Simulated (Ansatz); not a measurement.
`N#CB(F)F` + H₂ → `FBF` + `C#N` at 600 K and 1 bar (hydrogenolysis of a B–C bond).

Program: Ansatz. Geometries: PBE0-D4/def2-TZVP. ΔE: electronic, gas phase. CCSD(T)/CBS is the MP2 limit (def2-TZVPP, def2-QZVPP) plus CCSD(T) − MP2 in def2-TZVPP, frozen cores. This one scheme is used for every species.

```json
{"species": "`N#CB(F)F`", "CCSD(T)/CBS energy (Eh)": "-317.24121", "H − E (kJ/mol)": "85.8", "S (J/(mol·K))": "343.2"}
{"species": "H₂", "CCSD(T)/CBS energy (Eh)": "-1.17544", "H − E (kJ/mol)": "43.9", "S (J/(mol·K))": "150.8"}
{"species": "`FBF`", "CCSD(T)/CBS energy (Eh)": "-225.09427", "H − E (kJ/mol)": "73.4", "S (J/(mol·K))": "279.9"}
{"species": "`C#N`", "CCSD(T)/CBS energy (Eh)": "-93.32098", "H − E (kJ/mol)": "64.3", "S (J/(mol·K))": "228.4"}
```

H − E and S are ideal-gas, rigid-rotor, harmonic terms from PBE0-D4/def2-TZVP. The MP2-based limit puts H₂ 0.8 mEh under its directly extrapolated value; such offsets cancel only in part. 1 Eh = 2625.50 kJ/mol, R = 8.31446 J/(mol·K).

Task: By hand: ΔE, ΔH, ΔS and ΔG.

Result: ΔE = (-225.09427) + (-93.32098) − (-317.24121) − (-1.17544) = 0.00140 Eh = 3.7 kJ/mol. Δ(H − E) = 73.4 + 64.3 − 85.8 − 43.9 = 8.0, so ΔH = 11.7 kJ/mol. ΔS = 279.9 + 228.4 − 343.2 − 150.8 = 14.3 J/(mol·K). ΔG = 11.7 − 600 × (14.3)/1000 = 3.1 kJ/mol.

Task: By hand: the equilibrium constant, and the temperature at which ΔG would vanish if ΔH and ΔS stayed fixed.

Result: log₁₀ K = −ΔG/(RT ln 10) = -0.3. ΔG = 0 at ΔH/ΔS = 818 K, though so small a ΔS makes that figure unsure.

TΔS isn't small against ΔH here. The sign of ΔG lies within the doubt. A doubt of 5 kJ/mol in ΔE shifts log₁₀ K by 0.4 here. These are equilibria of isolated gas molecules and say nothing of rates. Largest T1 diagnostic: 0.014 (customary marks: 0.02 for closed shells, 0.045 for open ones).
